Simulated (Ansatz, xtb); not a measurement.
**Relative energy of two isomers of C5H5FN2**

Structure I: `Cc1cncnc1F`, a singlet. Structure II: `Cc1ncc(F)cn1`, a singlet. Both are isolated molecules in the gas phase, relaxed with B3LYP/def2-SVP.

Which of the two would you expect CCSD(T)/def2-SVP + ΔMP2/def2-TZVPP electronic energies to favour?

Structure I; the calculation gives E(II) − E(I) = +31.7 kJ/mol.

Level by level:

| level | geometry | E(II) − E(I) (kJ/mol) | departure from the last row (kJ/mol) | job, with rough time for the two |
| --- | --- | --- | --- | --- |
| GFN2-xTB | GFN2-xTB | +10.8 | −20.9 | optimisation, 0.11 s |
| HF/STO-3G | GFN2-xTB | +16.0 | −15.6 | single point, 0.36 s |
| r2SCAN-D4/def2-SVP | GFN2-xTB | +33.9 | +2.2 | single point, 3.9 s |
| B3LYP/def2-SVP | B3LYP/def2-SVP | +30.0 | −1.7 | optimisation, 46 s |
| HF/def2-SVP | B3LYP/def2-SVP | +34.5 | +2.8 | part of the CCSD(T) run |
| MP2/def2-SVP | B3LYP/def2-SVP | +34.8 | +3.1 | part of the CCSD(T) run |
| CCSD(T)/def2-SVP | B3LYP/def2-SVP | +32.7 | +1.0 | single point |
| CCSD(T)/def2-SVP + ΔMP2/def2-TZVPP | B3LYP/def2-SVP | +31.7 |  | single point, 81 s |

As drawn, both hold the same kinds of bond in the same numbers.

None of the levels shown reverses the order. The largest departure from CCSD(T)/def2-SVP + ΔMP2/def2-TZVPP is that of GFN2-xTB, 20.9 kJ/mol. The last row adds to CCSD(T) the change of the MP2 difference between the two basis sets, here −1.0 kJ/mol.

With thermal terms from frequencies at re-optimised GFN2-xTB minima (ideal gas, soft modes damped towards free rotors, one conformer each, 298.15 K, 1 atm): on the last row, ΔE + ΔZPE = +30.0, ΔH = +30.3, ΔG = +29.8 kJ/mol.

The correlated steps freeze 8 core orbitals. Programs: Ansatz 0.2.0, xtb 6.7.1; the last row on 4 threads of Arm Neoverse V1 on a shared host.
